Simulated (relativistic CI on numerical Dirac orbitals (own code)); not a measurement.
**Transition arrays of Ni5+**

Method of calculation: Dirac-Coulomb-Breit CI, orbitals from a KLI potential per configuration, QED by a radiative potential, valence Slater integrals scaled by 0.9, whole transition arrays (own radial code, finite nucleus).

Configuration list (outside the closed core [Ne] 3s2): 3p⁶3d⁵, 3p⁶3d⁴4f, 3p⁵3d⁶, 3p⁶3d⁴4p, 3p⁶3d⁴5f. Levels of other configurations are missing.

All E1 lines from the levels of 3p⁶3d⁵; mean and standard deviation are weighted by gf, and upper levels are sorted by their leading configuration.

```
Upper configuration  Lines    Σgf  Mean (eV)  Mean (nm)  σ (eV)  Strongest line (nm)
           3p⁶3d⁴4f   5816  281.2      74.42     16.660    3.08               16.104
             3p⁵3d⁶   2504  215.8      81.29     15.252    6.49               14.143
           3p⁶3d⁴4p   3245  100.7      45.17     27.451    2.31               26.878
           3p⁶3d⁴5f   5865  445.7      84.02     14.756    3.08               14.184
```

Σgf per state of the lower configuration in bins of 0.5 nm over the central range (centre: value): 13.75: 0.07, 14.25: 0.79, 14.75: 0.85, 15.25: 0.41, 15.75: 0.31, 16.25: 0.54, 16.75: 0.34, 17.25: 0.19, 17.75: 0.13, 18.25: 0.05, 18.75: 0.02, 19.25: 0.02, 19.75: 0.01, 25.25: 0.01, 25.75: 0.02, 26.25: 0.03, 26.75: 0.07, 27.25: 0.07, 27.75: 0.05.

Task: How do configuration mixing and the scaling of the Slater integrals move the arrays?

Result: Slater scale 0.9, no configuration mixing: 3p⁶3d⁴4f 72.7 ± 2.7 eV (Σgf 250.0), 3p⁵3d⁶ 78.7 ± 6.2 eV (Σgf 528.2), 3p⁶3d⁴4p 45.1 ± 2.3 eV (Σgf 94.5), 3p⁶3d⁴5f 83.7 ± 2.8 eV (Σgf 142.9); Slater scale 1: 3p⁶3d⁴4f 74.5 ± 3.4 eV (Σgf 262.2), 3p⁵3d⁶ 81.4 ± 7.0 eV (Σgf 182.3), 3p⁶3d⁴4p 45.2 ± 2.6 eV (Σgf 101.3), 3p⁶3d⁴5f 85.0 ± 3.5 eV (Σgf 506.8); Slater scale 0.8: 3p⁶3d⁴4f 74.3 ± 2.8 eV (Σgf 298.1), 3p⁵3d⁶ 78.5 ± 5.9 eV (Σgf 171.8), 3p⁶3d⁴4p 45.1 ± 2.1 eV (Σgf 100.1), 3p⁶3d⁴5f 83.6 ± 2.8 eV (Σgf 464.2). With mixing, levels are counted to their leading configuration, so an array can shrink or vanish into another, and the sums then hold other lines.
